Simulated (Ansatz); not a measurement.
Geometry optimisation, Ansatz 0.2.0, UKS BHLYP-D4/6-31G.

The input (input.yaml):

```yaml
crystal:
  periodic: [false, false, false]
  atoms:
    - { symbol: C, position_ang: [-1.0595, 0.6307, 0.765] }
    - { symbol: C, position_ang: [-0.0495, 0.0688, 0.2076] }
    - { symbol: Al, position_ang: [1.1018, -1.0585, 1.3065] }
    - { symbol: B, position_ang: [0.3765, 0.2446, -1.3195] }
    - { symbol: O, position_ang: [-0.5253, 1.053, -2.2082] }
    - { symbol: H, position_ang: [-1.3357, 0.5694, 1.8065] }
    - { symbol: H, position_ang: [-1.7417, 1.3031, 0.1635] }
    - { symbol: H, position_ang: [2.4387, -1.7606, 0.6558] }
    - { symbol: H, position_ang: [0.8238, -1.2371, 2.9159] }
    - { symbol: H, position_ang: [1.2537, -0.3081, -1.7411] }
    - { symbol: H, position_ang: [-1.2174, 0.4377, -2.5313] }
magnetization:
  spin_polarized: true
basis:
  gaussian: { orbitals: "6-31G" }
hamiltonian:
  xc: { name: BHLYP }
  dispersion: d4
relax:
  f_tol: 0.02
  max_steps: 50
output:
  orbitals: {}
```

Command:

```bash
$ ansatz run input.yaml --threads 1 --pin off --max-ram 2048MiB --backend cpu --events-out ev --progress --plain --runs-dir out
```

Task: Where does it end, and by what steps?

Result: The forces met the threshold. Limits of this set-up: no polarisation functions. After 19 steps the energy has fallen by 1.207 eV; H11 moved furthest, 0.83 Å.

```csv
step,energy less start (eV),largest force component (eV/Å),accepted
0,0.0000,4.388,yes
1,-0.2631,2.933,yes
2,-0.4928,2.174,yes
3,-0.7115,0.966,yes
4,-0.7633,1.693,yes
5,-0.9829,1.783,yes
6,-1.0506,2.439,yes
7,-1.1869,0.386,yes
8,-1.1966,0.225,yes
9,-1.1974,0.278,yes
10,-1.2046,0.123,yes
11,-1.2061,0.021,yes
12,-1.2062,0.057,yes
13,-1.2064,0.042,yes
14,-1.2062,0.050,no
15,-1.2065,0.025,yes
16,-1.2065,0.030,yes
17,-1.2065,0.031,yes
18,-1.2066,0.025,yes
19,-1.2066,0.015,yes
```

```xyz
11
Properties=species:S:1:pos:R:3
C -1.067 0.620 0.816
C -0.030 -0.012 0.228
Al 1.192 -1.029 1.361
B 0.131 0.106 -1.308
O -0.794 0.835 -2.019
H -1.251 0.589 1.882
H -1.777 1.198 0.239
H 2.447 -1.814 0.765
H 0.893 -1.054 2.932
H 1.025 -0.410 -1.905
H -0.703 0.914 -2.970
```

Whether the end is a true minimum wasn't checked by a vibrational analysis.

Run time: 94 s on 1 thread of Arm Neoverse V2, with other jobs on the host, peak memory 0.19 GiB.
